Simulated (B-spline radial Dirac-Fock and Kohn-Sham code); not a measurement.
**Photoemission from In²⁺ at 15000 eV, detector at θ = 54.7°, φ = 0°**

System: indium as In²⁺, [Kr] 4d10 5s1. Model: Dirac-Hartree-Slater photoionisation with a Latter tail; cross sections with all multipoles, angular parameters from the dipole term and its interference with E2. Program: a radial atomic solver. Thresholds are orbital energies of the model. For linearly polarised light dσ/dΩ = σ/(4π) [1 + β P₂(cos θ) + (δ + γ cos²θ) sin θ cos φ], with θ from the polarisation vector and φ the angle between the beam and the projection of the electron momentum on the plane normal to the polarisation. The dipole factor is 1 + βP₂ and the non-dipole term is the rest of the bracket. Open shells are filled statistically over j.

Input file task.json (cfg lists n, l and occupation; rrms is the nuclear radius in fm):

```json
{"items": [{
  "Z": 49,
  "q": 2,
  "cfg": [[1, 0, 2], [2, 0, 2], [2, 1, 6], [3, 0, 2], [3, 1, 6], [3, 2, 10], [4, 0, 2], [4, 1, 6], [4, 2, 10], [5, 0, 1]],
  "A": 115,
  "rrms": 4.6156,
  "do": "xps",
  "hv": [51.2, 58.5, 80, 165.0, 206.0, 213.0, 219.0, 287.0, 313.0, 536.0, 539.0, 561.0, 600, 722.0, 752.0, 1170.0, 1486.9, 1820.0, 1950.0, 2070.0, 2290.0, 3240.0, 3300.0, 4790.0, 5414.7, 6000, 6360.0, 8047.8, 12000, 15000]
}]}
```

Command: `python xray2_run.py task.json out`

```
subshell  threshold (eV)   σ (kb)     β     γ      δ  dipole factor  non-dipole term  dσ/dΩ (kb/sr)
      2s          4232.8     2.66  1.99  0.77  0.000          1.002           +0.210          0.256
   2p1/2          3961.6     1.50  1.21  1.78  0.139          1.001           +0.600          0.191
   2p3/2          3747.1     2.46  1.25  1.88  0.135          1.001           +0.622          0.317
      3s           830.1    0.511  1.99  1.05  0.000          1.002           +0.287         0.0524
   3p1/2           718.5    0.253  1.13  1.82  0.137          1.001           +0.607         0.0324
   3p3/2           679.3    0.420  1.16  1.88  0.134          1.001           +0.623         0.0543
   3d3/2           479.7   0.0405  0.56  1.73  0.473          1.000           +0.857        0.00599
   3d5/2           471.5   0.0548  0.54  1.70  0.492          1.000           +0.864        0.00813
      4s           146.7    0.102  1.99  1.11  0.000          1.002           +0.301         0.0106
   4p1/2           109.5   0.0448  1.12  1.82  0.137          1.001           +0.608        0.00573
   4p3/2           102.5   0.0738  1.14  1.88  0.134          1.001           +0.622        0.00953
   4d3/2           44.01  0.00543  0.55  1.71  0.473          1.000           +0.851       0.000800
   4d5/2           43.05  0.00728  0.52  1.68  0.491          1.000           +0.859        0.00108
      5s           27.51  0.00594  1.99  1.12  0.000          1.002           +0.304       0.000617
```

Values without a named source are computed, but for edge energies of neutral atoms, which are taken from tables.
